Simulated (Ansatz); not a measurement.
Consider the redistribution: `[OH][Zr]([OH])([OH])[Cl]` + `C[O][In]([SH])[O]C(C)C` → `CC(C)[O][Zr]([OH])([OH])[Cl]` + `C[O][In]([OH])[SH]`.

Program: Ansatz. Geometries: PBE0-D4/def2-TZVP. ΔE: electronic, gas phase. CBS: MP2 limit from def2 TZ/QZ plus the TZ coupled-cluster correction, frozen cores. Functionals use def2-TZVPP. B3LYP here is the variant with VWN-RPA as its local correlation; programs differ in this. def2 core potentials past Kr. For In, Zr outer-core shells are correlated without core-valence functions, which leaves a few kJ/mol of doubt a bond. Each species was taken in one conformer, which may not be the lowest.

| level | ΔE (kJ/mol) |
| --- | --- |
| PBE-D4 | -12.6 |
| r2SCAN-D4 | -11.5 |
| B3LYP-D4 | -13.9 |
| PBE | -15.8 |
| HF/def2-TZVPP | -21.0 |
| CCSD(T)/def2-TZVPP | -14.7 |
| MP2/CBS(def2) | -12.7 |
| CCSD/CBS(def2) | -12.7 |

What does CCSD(T)/CBS give? (An estimate is asked.)

The calculation gave: -11.9 kJ/mol. The listed levels differ from it by -0.7, 0.4, -2.0, -3.9, -9.1, -2.8, -0.8, -0.8 kJ/mol.

Largest T1 diagnostic among the species: 0.016.

In def2-TZVPP, CCSD(T) changes the Hartree–Fock value by +6.3 kJ/mol (the triples alone add +0.8 kJ/mol) and MP2 by +5.5 kJ/mol. The D4 term adds +5.3 kJ/mol with B3LYP and +2.7 kJ/mol with PBE0; it sums over pairs of atoms, weighted by their polarisabilities, and B3LYP, whose exchange is more repulsive, gets the larger term.
